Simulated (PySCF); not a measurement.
## Basis and Hamiltonian dependence of the ionisation energy of O²⁺

O²⁺ [He] 2s2 2p2 (3P) → O³⁺ [He] 2s2 2p1 (2P). Calculated with PySCF 2.14 from differences of total energies of unrestricted determinants, without spin-orbit coupling. Values in eV.

```tsv
basis	Hamiltonian	functions	UHF	PBE	PBE0	MP2 (valence)	CCSD(T) (valence)	CCSD(T) (valence and next inner shell)
def2-SVP	non-relativistic	14	54.789	n/a	n/a	54.915	54.648	n/a
aug-cc-pVDZ	non-relativistic	23	54.634	55.353	55.370	54.785	54.551	n/a
cc-pVTZ	non-relativistic	30	54.575	55.230	n/a	54.951	54.748	n/a
cc-pVTZ-DK	spin-free X2C	30	54.569	n/a	n/a	54.946	54.744	n/a
def2-TZVP	non-relativistic	31	54.607	55.269	n/a	54.971	54.763	n/a
x2c-QZVPPall	spin-free X2C	57	54.609	55.270	55.305	55.039	54.832	54.874
aug-cc-pwCVTZ	non-relativistic	59	54.583	55.244	55.279	54.981	54.776	54.839
aug-cc-pVTZ with one added diffuse shell each of s, p, d, f type	non-relativistic	62	54.585	55.240	55.277	54.967	54.763	n/a
def2-QZVPPD	non-relativistic	66	54.615	55.276	55.310	55.044	54.836	54.878
aug-cc-pCVTZ-DK with one added diffuse shell each of s, p, d, f type	spin-free X2C	75	54.579	55.243	55.278	54.974	54.772	54.830
dyall-acv3z	spin-free X2C	76	54.607	55.270	55.303	54.996	54.792	54.836
aug-cc-pVQZ	non-relativistic	80	54.609	55.266	55.301	55.040	54.831	n/a
aug-cc-pVQZ with one added diffuse shell each of s, p, d, f, g type	non-relativistic	105	54.608	55.266	55.301	55.040	n/a	n/a
aug-cc-pV5Z	non-relativistic	127	54.612	55.274	55.307	55.066	n/a	n/a
```

Extrapolation of MP2 (valence) from aug-cc-pVQZ and aug-cc-pV5Z: the correlation parts are 0.432 and 0.454 eV; with the X⁻³ form and unrounded values, (5³ × 0.454 − 4³ × 0.432)/(5³ − 4³) = 0.479 eV, and adding the Hartree-Fock value 54.612 eV of the larger basis gives 55.090 eV.

Frozen in the all-electron rows: valence: 1s2; valence and next inner shell: nothing.

Between the lowest levels the reference is 54.936 eV (semi-empirical (NIST evaluation); NIST Atomic Spectra Database, ionization energies); it includes spin-orbit coupling, which these numbers lack.
